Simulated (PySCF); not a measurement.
NICS in rings of unrelated molecules.

Probes without a nucleus sit at each ring's centroid and 1 Å off its mean plane on both sides; NICS is minus the shielding there, NICSzz its component along the normal. Level: GIAO PBE0/pcSseg-1 (PySCF, non-relativistic, gas phase) on the GFN2-xTB geometries, one conformer each. Atom numbers follow the mapped SMILES.

Question: Order these rings by mean NICS(1)zz, lowest (most negative) first (ppm).
A. ring C4–C5–C6–C7–S9 in `[CH3:1][O:2][CH2:3][c:4]1[cH:5][cH:6][c:7]([OH:8])[s:9]1`
B. ring P2–C4–C5–C6–C8 in `[CH2:1]=[P@:2]1([PH2:3])[CH2:4][CH:5]=[C:6]([CH3:7])[CH2:8]1`
C. ring C3–C4–C5–C6–C8–C9 in `[NH2:1][CH2:2][c:3]1[cH:4][cH:5][c:6]([SH:7])[cH:8][cH:9]1`
D. ring C2–C6–C7–C8 in `[CH3:1][C@@:2]1([C:3](=[O:4])[OH:5])[CH2:6][CH2:7][C:8]1=[S:9]`
E. ring C3–C4–C5–C6–S10 in `[O:1]=[CH:2][c:3]1[cH:4][cH:5][c:6]([C:7](=[O:8])[Cl:9])[s:10]1`
F. ring C4–C5–C6–C7–C8 in `[CH3:1][S@@:2](=[O:3])[C@H:4]1[CH2:5][CH:6]=[CH:7][C:8]1=[O:9]`
G. ring C6–C7–C8–S9 in `[O:1]=[CH:2][O:3][CH2:4]/[CH:5]=[C:6]1\[CH2:7][CH2:8][S:9]1`

Answer: C (-25.8), E (-23.0), A (-20.6), F (-6.2), B (-2.6), D (2.2), G (5.6).

| SMILES | ring | NICS(0) | NICS(1) | NICS(1)zz | HOMA | rms pucker (Å) | ring atoms with four or more neighbours |
| --- | --- | --- | --- | --- | --- | --- | --- |
| NCc1ccc(S)cc1 | 6-membered carbocycle; formal bonds all aromatic | -8.3 | -10.6 | -25.8 | 1.00 | 0.00 | 0 |
| O=Cc1ccc(C(=O)Cl)s1 | 5-membered ring with S; formal bonds all aromatic | -11.2 | -10.8 | -23.0 | 0.90 | 0.00 | 0 |
| COCc1ccc(O)s1 | 5-membered ring with S; formal bonds all aromatic | -11.7 | -9.3 | -20.6 | 0.71 | 0.00 | 0 |
| C[S@@](=O)[C@H]1CC=CC1=O | 5-membered carbocycle; formal bonds 1 double, 4 single | 0.6 | -3.5 | -6.2 | – | 0.06 | 2 |
| C=[P@]1(P)CC=C(C)C1 | 5-membered ring with P; formal bonds 1 double, 4 single | -3.2 | -3.5 | -2.6 | – | 0.14 | 3 |
| C[C@@]1(C(=O)O)CCC1=S | 4-membered carbocycle; formal bonds all single | 10.7 | -0.3 | 2.2 | – | 0.03 | 3 |
| O=COC/C=C1\CCS1 | 4-membered ring with S; formal bonds all single | 0.3 | -0.1 | 5.6 | – | 0.00 | 2 |

NICS(0) gives another order. The isotropic NICS(1) gives another order. HOMA uses Krygowski's 1993 parameters; it is left out where a ring has a four-coordinate atom, a triple bond, no multiple bond or a kind of bond without parameters. NICS(1) and NICS(1)zz are means over the two faces.
